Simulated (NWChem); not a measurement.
System: H2TeSeO; SMILES [Te]([SeH])O

Input file for NWChem:

```
start job
memory heap 200 mb stack 900 mb global 1100 mb
geometry units angstroms noautoz
  Te     0.237139    -0.812688    -0.001248
  O     -1.685161    -1.471112     0.061335
  H     -1.984937    -1.462004    -0.871126
  Se     0.012910     1.712155    -0.028336
  H     -0.065882     1.911156     1.447998
end
basis spherical
  Te library def2-svp
  O library def2-svp
  H library def2-svp
  Se library def2-svp
end
ecp
  Te library def2-ecp
end
dft
  xc b3lyp
  iterations 150
end
tddft
  nroots 6
  notriplet
end
task tddft energy
```

Excerpt of the output:

```
             Northwest Computational Chemistry Package (NWChem) 7.3.0
             --------------------------------------------------------

 C1  symmetry detected

                             Geometry "geometry" -> ""
                             -------------------------

 Output coordinates in angstroms (scale by  1.889725989 to convert to a.u.)

  No.       Tag          Charge          X              Y              Z
 ---- ---------------- ---------- -------------- -------------- --------------
    1 Te                  52.0000     0.31967408    -0.84246504    -0.00414793
    2 O                    8.0000    -1.55727500    -1.62098485     0.05622696
    3 H                    1.0000    -1.85706895    -1.62805756    -0.87624593
    4 Se                  34.0000    -0.06333321     1.66328071    -0.02385081
    5 H                    1.0000    -0.15445419     1.85257446     1.45305017

 Effective nuclear repulsion energy (a.u.)     559.4906027137

                                 NWChem DFT Module
                                 -----------------

 Summary of "ao basis" -> "ao basis" (spherical)
 ------------------------------------------------------------------------------
       Tag                 Description            Shells   Functions and Types
 ---------------- ------------------------------  ------  ---------------------
 Te                         def2-svp                10       26   4s4p2d
 O                          def2-svp                 6       14   3s2p1d
 H                          def2-svp                 3        5   2s1p
 Se                         def2-svp                12       32   5s4p3d

            General Information
            -------------------
          SCF calculation type: DFT
          Wavefunction type:  closed shell.
          No. of atoms     :     5
          No. of electrons :    68
           Alpha electrons :    34
            Beta electrons :    34
          Charge           :     0
          Spin multiplicity:     1
          Use of symmetry is: off; symmetry adaption is: off
          Maximum number of iterations: 150
          AO basis - number of functions:    82
                     number of shells:    34
          Convergence on energy requested:  1.00D-06
          Convergence on density requested:  1.00D-05
          Convergence on gradient requested:  5.00D-04

              XC Information
              --------------
                         B3LYP Method XC Potential
                     Hartree-Fock (Exact) Exchange  0.200
                        Slater Exchange Functional  0.800 local
                    Becke 1988 Exchange Functional  0.720 non-local
              Lee-Yang-Parr Correlation Functional  0.810
                  VWN I RPA Correlation Functional  0.190 local

             Grid Information
             ----------------
          Grid used for XC integration:  medium
          Radial quadrature: Mura-Knowles
          Angular quadrature: Lebedev.
          Tag              B.-S. Rad. Rad. Pts. Rad. Cut. Ang. Pts.
          ---              ---------- --------- --------- ---------
          Te                  1.40      123          10.0       590
          O                   0.60       49          11.0       434
          H                   0.35       45          11.0       434
          Se                  1.15      112          10.0       590
          Grid pruning is: on
          Number of quadrature shells:   374
          Spatial weights used:  Erf1

      Superposition of Atomic Density Guess
      -------------------------------------

 Sum of atomic energies:       -2786.42521553

      Non-variational initial energy
      ------------------------------

 Total energy =   -2742.489889
 1-e energy   =   -4496.216325
 2-e energy   =    1462.049634
 HOMO         =      -0.221447
 LUMO         =      -0.056172

[...]

                                NWChem TDDFT Module
                                -------------------

            General Information
            -------------------
           No. of orbitals :     164
            Alpha orbitals :      82
             Beta orbitals :      82
        Alpha frozen cores :       0
         Beta frozen cores :       0
     Alpha frozen virtuals :       0
      Beta frozen virtuals :       0
         Spin multiplicity :       1
    Number of AO functions :      82
        Use of symmetry is : off
      Symmetry adaption is : off
         Schwarz screening :  0.10D-07

              XC Information
              --------------
                  B3LYP Method XC Potential
              Hartree-Fock (Exact) Exchange   0.20
                 Slater Exchange Functional   0.80 local
             Becke 1988 Exchange Functional   0.72 non-local
       Lee-Yang-Parr Correlation Functional   0.81
           VWN I RPA Correlation Functional   0.19 local

             TDDFT Information
             -----------------
          Calculation type : TDDFT
         Wavefunction type : Restricted singlets
          No. of electrons :      68
           Alpha electrons :      34
            Beta electrons :      34
              No. of roots :       6
          Max subspacesize :    5200
            Max iterations :     100
               Target root :       1
           Target symmetry : none
      Symmetry restriction : off
                 Algorithm : Optimal
        Davidson threshold :  0.10D-03

    6 smallest eigenvalue differences (eV)
--------------------------------------------------------
  No. Spin  Occ  Vir  Irrep   E(Occ)    E(Vir)   E(Diff)
--------------------------------------------------------
    1    1   34   35 a        -0.228    -0.072     4.262
    2    1   34   36 a        -0.228    -0.063     4.491
    3    1   33   35 a        -0.260    -0.072     5.125
    4    1   33   36 a        -0.260    -0.063     5.353
    5    1   32   35 a        -0.291    -0.072     5.961
    6    1   32   36 a        -0.291    -0.063     6.189
--------------------------------------------------------

  Entering Davidson iterations
  Restricted singlet excited states

  Iter   NTrls   NConv    DeltaV     DeltaE      Time
  ----  ------  ------  ---------  ---------  ---------
    1      6       0     0.32E+00   0.10+100       11.1
    2     18       0     0.57E-01   0.50E-01       13.8
    3     30       0     0.64E-01   0.16E-01       13.4
    4     42       0     0.13E-01   0.33E-02       13.8
    5     54       1     0.24E-02   0.87E-04       14.7
    6     63       5     0.54E-03   0.28E-05       13.1
    7     65       5     0.17E-03   0.11E-06        7.4
    8     67       6     0.88E-04   0.73E-08        7.5
  ----  ------  ------  ---------  ---------  ---------
  Convergence criterion met

  Ground state a       -2745.768860406146 a.u.

  ----------------------------------------------------------------------------
  Root   1 singlet a              0.120434194 a.u.                3.2772 eV
  ----------------------------------------------------------------------------
     Transition Moments    X  0.01348   Y  0.06805   Z -0.03464
     Dipole Oscillator Strength                    0.0004827116
     Electric Quadrupole                           0.0000000049
     Magnetic Dipole                               0.0000004490
     Total Oscillator Strength                     0.0004831656

     Occ.   34  a   ---  Virt.   35  a   -0.98191 X
     Occ.   34  a   ---  Virt.   35  a    0.06119 Y
     Occ.   34  a   ---  Virt.   36  a   -0.19165 X
  ----------------------------------------------------------------------------
  Root   2 singlet a              0.125005609 a.u.                3.4016 eV
  ----------------------------------------------------------------------------
     Transition Moments    X  0.08206   Y -0.01428   Z  0.09672
     Dipole Oscillator Strength                    0.0013576953
     Electric Quadrupole                           0.0000000169
     Magnetic Dipole                               0.0000013014
     Total Oscillator Strength                     0.0013590136

     Occ.   34  a   ---  Virt.   35  a   -0.19155 X
     Occ.   34  a   ---  Virt.   36  a    0.98168 X
     Occ.   34  a   ---  Virt.   36  a   -0.05701 Y
  ----------------------------------------------------------------------------
  Root   3 singlet a              0.149440361 a.u.                4.0665 eV
  ----------------------------------------------------------------------------
     Transition Moments    X -0.19254   Y -0.00279   Z -0.01802
     Dipole Oscillator Strength                    0.0037266250
     Electric Quadrupole                           0.0000000041
     Magnetic Dipole                               0.0000001597
     Total Oscillator Strength                     0.0037267889

     Occ.   33  a   ---  Virt.   35  a    0.94811 X
     Occ.   33  a   ---  Virt.   36  a    0.30663 X
  ----------------------------------------------------------------------------
  Root   4 singlet a              0.166321867 a.u.                4.5259 eV
  ----------------------------------------------------------------------------
     Transition Moments    X  0.09877   Y  0.21079   Z  0.03051
     Dipole Oscillator Strength                    0.0061113821
     Electric Quadrupole                           0.0000000247
     Magnetic Dipole                               0.0000000526
     Total Oscillator Strength                     0.0061114594

[...]
```

Level: B3LYP/def2-SVP with def2 effective core potentials on Te, full TDDFT. Geometry: optimised at PBE-D3(BJ)/def2-SVP. def2 effective core potentials on Te; no spin-orbit coupling.
